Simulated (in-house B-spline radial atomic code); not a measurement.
## The silicon ion Si⁶⁺: [He] 2s2 2p4

Computed with an all-electron radial atomic-structure program (B-spline basis): Dirac-Kohn-Sham relativistic LDA, spherical fractional occupations, Fermi nucleus of rms radius 3.1224 fm.

Screening seen three ways: the hydrogenic charge with the same mean radius, Z_r = [3n² - l(l+1)]/(2<r>), the one with the same energy, Z_e = n√(-2ε), and Slater's rules. Values are occupation-weighted means over j.

```tsv
shell	electrons	ε (eV)	<r> (bohr)	Z_r	Z_e	Slater
1s	2	-1936.6	0.1116	13.45	11.93	13.70
2s	2	-270.06	0.5344	11.23	8.91	10.55
2p	4	-230.35	0.4853	10.30	8.23	10.55
```

The least bound orbital is 2p3/2 at -230.1 eV, while the most diffuse is 2s1/2 (<r> = 0.5344 bohr against 0.4858 bohr): energy order and size order differ.

Spin-orbit splittings of the orbital energies (j = l + 1/2 above j = l - 1/2 when positive): 2p 0.7813 eV.

For the 1s electron the small component carries 0.244 % of the norm, the zero-frequency Breit interaction raises the level by 1.085 eV, self-energy by 0.4753 eV, and vacuum polarisation lowers it by 0.02951 eV.

The density falls to 0.001 bohr⁻³ at 1.587 bohr; Σ<r²> = 1.8717 bohr² gives, by the non-relativistic formula and without the paramagnetism of open shells, a Langevin diamagnetic susceptibility of -1.482×10⁻⁶ cm³/mol.
